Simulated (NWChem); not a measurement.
Polarisability of ClTl

```
Tl
Cl 1 2.5195
```
Charge 0, spin multiplicity 1.

All runs are NWChem calculations. The geometry was optimised at PBE0/def2-SVP with def2 effective core potentials on Tl, a minimum by its harmonic frequencies.

Basis set: def2-SVPD. Static limit.

Effective core potentials replace the inner electrons of Tl; spin-orbit coupling is left out. The correlated methods keep 9 core orbitals frozen. B3LYP has NWChem's definition, with VWN1-RPA local correlation. The structure started from a generated list of species. Coupled-cluster values serve here as a point of comparison, not as the truth.

Problem. For the isotropic polarisability, HF gives 53.60 bohr³ and PBE gives 55.51 bohr³. What do LDA (SVWN5), B3LYP, CCSD linear response give?

Solution. LDA (SVWN5): 54.97 bohr³; B3LYP: 54.39 bohr³; CCSD linear response: 56.54 bohr³.
